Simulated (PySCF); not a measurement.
Vertical excitations of a molecule C5H8S from PySCF 2.14.0 with TDA-M06-2X/def2-SVPD, as energy in eV (oscillator strength): 4.97 (0.028), 5.39 (0.018), 5.90 (0.016), 6.03 (0.020), 6.18 (0.018), 6.37 (0.000), 6.73 (0.007), 6.94 (0.040), 7.09 (0.002), 7.25 (0.068). Lowest triplet (TDA): 4.41 eV. Coordinates come from a PBE0-D3(BJ)/def2-SVP optimisation. Other conformers were not sampled.

Q: Which structure fits?
(A) C#CCSCC
(B) C=CC1CSC1
(C) CC#CCSC
(D) C=C=C(C)SC

A: D, C=C=C(C)SC
